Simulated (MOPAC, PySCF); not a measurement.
H8Si4, SMILES `[SiH3][SiH2][SiH]=[SiH2]` (Si–Si–Si–Si torsion 96°), neutral singlet in the gas phase. 

Cartesian coordinates (Å):
SMILES: [SiH2]=[SiH][SiH2][SiH3]
```xyz
12

Si    -2.7406    -0.1251    -0.8849
Si    -0.9226    -1.2059    -0.5157
Si     0.5076    -0.3925     1.1113
Si     2.1645     0.9291     0.1223
H     -3.6841    -0.4577    -1.9786
H     -3.3612     0.6693     0.2005
H     -0.3321    -1.9561    -1.6534
H     -0.3180     0.4138     2.0514
H      1.1280    -1.5178     1.8655
H      3.1796     1.3750     1.1161
H      1.5293     2.1235    -0.4944
H      2.8496     0.1443    -0.9401
```
Charge 0, multiplicity 1.

All levels are single points at this geometry (PBE0-D3(BJ)/def2-TZVP); Pople sets use spherical d functions. Orbital energies aren't observables, and empty levels follow the basis.

BP86/6-31G* in PySCF gives gap (eV) = 2.47.

Problem. Estimate the gap (eV) from each of these levels: PBE0-D3(BJ)/def2-TZVP in PySCF; B3LYP/LANL2DZ in PySCF; PBE/6-31G* in PySCF; SVWN5/6-31G* in PySCF; PM3 in MOPAC.

Solution. 
| level | gap (eV) |
|---|---|
| PBE0-D3(BJ)/def2-TZVP in PySCF | 3.88 |
| B3LYP/LANL2DZ in PySCF | 3.74 |
| PBE/6-31G* in PySCF | 2.46 |
| SVWN5/6-31G* in PySCF | 2.43 |
| PM3 in MOPAC | 5.68 |
